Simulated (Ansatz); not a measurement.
HBN (SMILES [B]=N), doublet (typed; the unrestricted solution is spin-contaminated), geometry from GFN2-xTB. Base run: CCSD/6-31G* (Ansatz, a first-principles code).

Input for Ansatz:
Ansatz 0.2 input:
```yaml
crystal:
  periodic: [false, false, false]
  atoms:
    - {symbol: B, position_ang: [-0.00000000, -0.00000000, -0.84064362]}
    - {symbol: N, position_ang: [0.00000000, 0.00000000, 0.40129173]}
    - {symbol: H, position_ang: [0.00000000, 0.00000000, 1.39417598]}
basis:
  gaussian:
    orbitals: 6-31G*
magnetization: {spin_polarized: true, initial_magnetization: 1}
correlation: {method: ccsd}
```

Each row names what was changed in the base input (with any setting that the change needs).

| change | ΔE vs base (mEh) | MP2 correlation (Eh) | CC correlation without the perturbative part (Eh) | basis functions |
|---|---|---|---|---|
| base | 0.000 | -0.21511 | -0.22978 | 32 |
| accuracy = high | 0.000 | -0.21511 | -0.22978 | 32 |
| electrons = outside_noble_gas | 0.000 | -0.21511 | -0.22978 | 32 |
| electrons = all | -8.315 | -0.22354 | -0.23809 | 32 |
| lower_state_search = off | 0.000 | -0.21511 | -0.22978 | 32 |
| method = bccd_t | -8.875 | -0.21511 | -0.22886 | 32 |
| diis_vectors = 4 | 0.000 | -0.21511 | -0.22978 | 32 |
| method = mp2 | ? | -0.21511 | - | 32 |
| reference functional = pbe0 | 2.148 | - | -0.23616 | 32 |
| method = rpa | -9.716 | - | - | 32 |

Task: What belongs in the gaps?

Result: 
- method = mp2, ΔE vs base (mEh): 14.668
